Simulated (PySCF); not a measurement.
Working out the ionisation energy of Kr

Kr [Kr] (1S) → Kr⁺ [Ar] 3d10 4s2 4p5 (2P). Calculation: PySCF 2.14, in cc-pVTZ-PP with ECP10MDF; a scalar-relativistic core potential. Frozen: 3s2 3p6 3d10. Energies in hartree (1 hartree = 27.21139 eV):

| part | Kr (lower) | Kr⁺ (upper) |
| --- | --- | --- |
| UHF | -462.198041 | -461.716666 |
| CCSD correlation | -0.188598 | -0.158916 |
| (T) | -0.005330 | -0.004015 |

Question: What does Hartree-Fock give?

Answer: (-461.716666) − (-462.198041) = 0.481375 hartree = 13.099 eV.

Question: What do CCSD and CCSD(T) give?

Answer: The CCSD correlation energies differ by 0.029682 hartree = 0.808 eV and the triples by 0.001315 hartree = 0.036 eV, so CCSD gives 13.907 eV and CCSD(T) 13.943 eV.

Measured between the centres of the two terms (NIST): 14.222 eV, so CCSD(T) (valence) is off by -0.279 eV.

What remains against the reference includes basis incompleteness, the frozen core and higher excitations.
